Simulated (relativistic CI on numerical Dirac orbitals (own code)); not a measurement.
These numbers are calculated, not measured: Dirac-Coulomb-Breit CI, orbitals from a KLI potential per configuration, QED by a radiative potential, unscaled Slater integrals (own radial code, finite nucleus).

Configuration list (outside the closed core [Ar]): 3d10.4s, 3d10.4p, 3d10.4d, 3d10.4f, 3d10.5s, 3d10.5p, 3d10.5d, 3d10.5f, 3d10.5g, 3d10.6s, 3d10.6p, 3d9.4s2, 3d10.6d, 3d10.6f, 3d10.7s, 3d9.4s.4p, 3d10.8s, 3d9.4s.4d, 3d9.4s.4f, 3d9.4s.5s, 3d9.4s.5p, 3d9.4s.5d, 3d9.4s.5f. Double excitations out of closed p, d and f shells are left out; levels of such configurations are missing from the list, as are those of other unlisted configurations, and high levels can miss mixing partners.

At this charge energies of transitions that change n are usually good to better than 1 %, and those within a shell (Δn = 0) to a few per cent.

Outline of the computed level scheme of Rh XVII. Lowest level of each configuration: 3d10.4s 2S_1/2 at 0.000 eV; 3d10.4p 2P°_1/2 at 34.867 eV; 3d10.4d 2D_3/2 at 98.179 eV; 3d10.4f 2F°_5/2 at 157.541 eV; 3d10.5s 2S_1/2 at 180.611 eV; 3d10.5p 2P°_1/2 at 196.242 eV; 3d10.5d 2D_3/2 at 224.317 eV; 3d10.5f 2F°_5/2 at 250.174 eV; 3d10.5g 2G_7/2 at 257.028 eV.

Some strong electric-dipole decays among the lowest 16 levels: 3d10.5g 2G_9/2 → 3d10.4f 2F°_7/2 (4.0e+11 s⁻¹); 3d10.5g 2G_7/2 → 3d10.4f 2F°_5/2 (3.9e+11 s⁻¹); 3d10.5s 2S_1/2 → 3d10.4p 2P°_3/2 (2.0e+11 s⁻¹); 3d10.5p 2P°_1/2 → 3d10.4d 2D_3/2 (1.0e+11 s⁻¹); 3d10.5f 2F°_7/2 → 3d10.4d 2D_5/2 (9.7e+10 s⁻¹); 3d10.5s 2S_1/2 → 3d10.4p 2P°_1/2 (9.3e+10 s⁻¹); 3d10.5p 2P°_3/2 → 3d10.4d 2D_5/2 (8.8e+10 s⁻¹); 3d10.5f 2F°_5/2 → 3d10.4d 2D_3/2 (8.8e+10 s⁻¹).

LS names give the leading component of a level, which can be under half, so a name can repeat, a term be missing and a line seem to break the LS rules.
